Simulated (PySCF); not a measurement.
Species: C7H10N (doublet state).
Z-matrix (Å and degrees, GFN2-xTB geometry), rows numbered from 1:
```
C 
N   1  1.4499
C   2  1.4141  1  115.23
C   3  1.5257  2  120.91  1   -64.61
C   4  1.3066  3  108.70  2   142.33
C   5  1.4889  4  116.31  3     0.29
C   3  1.5160  2  122.76  1    73.33
C   7  1.5004  3   59.81  2   108.12
H   1  1.0891  2  108.74  3  -175.83
H   1  1.0894  2  108.53  3   -57.45
H   1  1.0982  2  113.34  3    62.85
H   2  1.0155  1  110.98  3  -127.51
H   4  1.0737  3  121.76  2   -37.03
H   6  1.0916  5  111.39  4   121.38
H   6  1.0921  5  111.21  4  -117.93
H   7  1.0790  3  121.72  8  -106.98
H   8  1.0800  3  118.48  7  -108.97
H   8  1.0797  3  116.61  7   107.56
```

The hyperfine couplings belong to this conformer and change with its torsions.

As a line formula: `CN[C@@]12C=[C]C[C@@H]1C2` [radical].

Method used: PySCF, UKS B3LYP, pcH-1 on C H N, non-relativistic, mean-field spin-orbit, GIAO. Isolated species at its GFN2-xTB geometry (one conformer only). A GFN2-xTB geometry isn't a minimum of the functional, and hyperfine couplings can be far from their values at a DFT geometry. The SCF solution wasn't tested for stability.

(1) Where do the isotropic ENDOR lines of H13, H16, H14, H18, H15, H17, H12 and H9/H10/H11 fall at 349.1 mT, to first order?

(2) Which pairs are centred on the nuclear Larmor frequency, and which on half the coupling?

(3) At what field would the lower line of H18 fall to zero frequency?

Answers

(1) ν± = |νn ± a/2|, one line for each electron-spin manifold; νn = |g_N| × 7.62259 MHz/T × B.

```json
{"nuclei": "H13", "isotope": "1H", "g_N": "5.5857", "νn (MHz)": "14.86", "a_iso (MHz)": "39.95", "lower line (MHz)": "5.11", "upper line (MHz)": "34.84"}
{"nuclei": "H16", "isotope": "1H", "g_N": "5.5857", "νn (MHz)": "14.86", "a_iso (MHz)": "16.61", "lower line (MHz)": "6.56", "upper line (MHz)": "23.17"}
{"nuclei": "H14", "isotope": "1H", "g_N": "5.5857", "νn (MHz)": "14.86", "a_iso (MHz)": "10.39", "lower line (MHz)": "9.67", "upper line (MHz)": "20.06"}
{"nuclei": "H18", "isotope": "1H", "g_N": "5.5857", "νn (MHz)": "14.86", "a_iso (MHz)": "9.04", "lower line (MHz)": "10.35", "upper line (MHz)": "19.38"}
{"nuclei": "H15", "isotope": "1H", "g_N": "5.5857", "νn (MHz)": "14.86", "a_iso (MHz)": "6.27", "lower line (MHz)": "11.73", "upper line (MHz)": "18.00"}
{"nuclei": "H17", "isotope": "1H", "g_N": "5.5857", "νn (MHz)": "14.86", "a_iso (MHz)": "2.71", "lower line (MHz)": "13.51", "upper line (MHz)": "16.22"}
{"nuclei": "H12", "isotope": "1H", "g_N": "5.5857", "νn (MHz)": "14.86", "a_iso (MHz)": "-2.25", "lower line (MHz)": "13.74", "upper line (MHz)": "15.99"}
{"nuclei": "H9/H10/H11", "isotope": "1H", "g_N": "5.5857", "νn (MHz)": "14.86", "a_iso (MHz)": "2.06", "lower line (MHz)": "13.83", "upper line (MHz)": "15.90"}
```

(2) Centred on νn, since |a| < 2νn: H16, H14, H18, H15, H17, H12 and H9/H10/H11. Centred on |a|/2 and split by 2νn: H13.

(3) Where νn = |a|/2, that is B = 4.52 MHz/(5.5857 × 7.62259 MHz/T) = 106 mT, as far as first order holds there.

Nuclei that the bonding pattern makes equivalent are averaged, as if the motion that swaps them (rotation, inversion, ring flip) were fast.
